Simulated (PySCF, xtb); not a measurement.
Al(AsH2)(F)(OH) (AlAsFH3O), SMILES [OH][Al]([F])[AsH2].

GFN2-xTB run with xtb at its own geometry gives an orbital gap of 4.15 eV and a dipole moment of 2.02 D.

Geometry optimised at PBE-D3(BJ)/def2-SVP. The structure was generated by enumeration; whether it is a known compound was not checked. The values are those of a single conformer.

What does PBE/def2-TZVP (PySCF) give? (Estimate from the structure and the level; the computed values follow.)

gap 5.16 eV (levels -6.76 and -1.59 eV), dipole 0.69 D.
